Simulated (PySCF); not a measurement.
Be(SiH3)(OSiH3), SMILES [SiH3][Be][O][SiH3] (CAM-B3LYP/def2-SVP optimised geometry):

```
10

Be    -1.537    -1.817    -2.489
Si    -2.278    -2.845    -4.238
H     -1.518    -2.476    -5.470
H     -3.714    -2.530    -4.505
H     -2.180    -4.330    -4.099
O     -1.058    -1.145    -1.344
Si    -0.499    -0.358     0.000
H     -0.988     1.047     0.000
H      0.988    -0.358     0.000
H     -0.988    -1.047     1.224
```

Calculation: PySCF with CAM-B3LYP/def2-TZVP.

Q: What are the frontier orbital energies and the dipole moment?

A: HOMO-2 -10.47 eV, HOMO-1 -10.47 eV, HOMO -9.41 eV, LUMO 0.35 eV, LUMO+1 0.46 eV; dipole moment 1.02 D.

Meta-Löwdin charges at CAM-B3LYP/def2-TZVP: Be1 1.18, Si2 -0.18, H3 -0.08, H4 -0.08, H5 -0.08, O6 -1.17, Si7 0.78, H8 -0.12, H9 -0.12, H10 -0.12.
